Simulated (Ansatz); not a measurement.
`[F][InH][Cl]` → Cl• + `[F][InH]`•  (homolysis of the Cl–In bond)

Calculated with Ansatz (gas phase, PBE0-D4/def2-TZVP geometries, no zero-point term in ΔE). CCSD(T)/CBS adds triple-zeta CCSD(T) − MP2 to the extrapolated MP2 energy (def2 sets, frozen cores). This one scheme is used for every species, atoms too. DFT in def2-TZVPP. HSE06 is defined as in plane-wave codes. Open shells (•) are unrestricted, without spin–orbit coupling. Spin–orbit coupling would lower the free atoms: a little for Cl. Elements past krypton have def2 core potentials. For In outer-core shells are correlated without core-valence functions, so the limit isn't a true one: a few kJ/mol of doubt a bond, and 10 to 20 or more in all where bonds break to atoms.

```json
{"level": "PBE-D4", "ΔE (kJ/mol)": "382.6", "difference from CCSD(T)/CBS": "-16.8"}
{"level": "r2SCAN-D4", "ΔE (kJ/mol)": "382.8", "difference from CCSD(T)/CBS": "-16.6"}
{"level": "HSE06-D4", "ΔE (kJ/mol)": "384.4", "difference from CCSD(T)/CBS": "-15.0"}
{"level": "CAM-B3LYP-D4", "ΔE (kJ/mol)": "375.2", "difference from CCSD(T)/CBS": "-24.2"}
{"level": "ωB97X-V", "ΔE (kJ/mol)": "397.5", "difference from CCSD(T)/CBS": "-1.9"}
{"level": "PBE-QIDH", "ΔE (kJ/mol)": "393.8", "difference from CCSD(T)/CBS": "-5.6"}
{"level": "PBE", "ΔE (kJ/mol)": "378.8", "difference from CCSD(T)/CBS": "-20.6"}
{"level": "r2SCAN0", "ΔE (kJ/mol)": "377.3", "difference from CCSD(T)/CBS": "-22.1"}
{"level": "LC-ωPBE", "ΔE (kJ/mol)": "384.9", "difference from CCSD(T)/CBS": "-14.5"}
{"level": "SCS-MP2/def2-TZVPP", "ΔE (kJ/mol)": "390.9", "difference from CCSD(T)/CBS": "-8.5"}
{"level": "HF/def2-QZVPP", "ΔE (kJ/mol)": "290.8", "difference from CCSD(T)/CBS": "-108.6"}
{"level": "MP2/def2-QZVPP", "ΔE (kJ/mol)": "412.4", "difference from CCSD(T)/CBS": "13.0"}
{"level": "SCS-MP2/def2-QZVPP", "ΔE (kJ/mol)": "402.3", "difference from CCSD(T)/CBS": "2.9"}
{"level": "HF/CBS(def2)", "ΔE (kJ/mol)": "290.9", "difference from CCSD(T)/CBS": "-108.5"}
{"level": "MP2/CBS(def2)", "ΔE (kJ/mol)": "419.9", "difference from CCSD(T)/CBS": "20.5"}
{"level": "CCSD/CBS(def2)", "ΔE (kJ/mol)": "390.1", "difference from CCSD(T)/CBS": "-9.3"}
{"level": "CCSD(T)/CBS", "ΔE (kJ/mol)": "399.4", "difference from CCSD(T)/CBS": "0"}
```

Largest T1 diagnostic among the species: 0.021.

From r2SCAN to r2SCAN0 (25 % exact exchange), in def2-TZVPP and without D4, ΔE moves by −4.7 kJ/mol: exact exchange takes away binding that semilocal exchange gives to molecules. The D4 term adds +6.1 kJ/mol with B3LYP and +3.2 kJ/mol with PBE0; it sums over pairs of atoms, weighted by their polarisabilities, and B3LYP, whose exchange is more repulsive, gets the larger term.

B3LYP here is the variant with VWN-RPA as its local correlation; programs differ in this.

CCSD(T)/CBS has its own doubt, a few kJ/mol and more with outer-core shells, so smaller differences from it don't rank the levels.
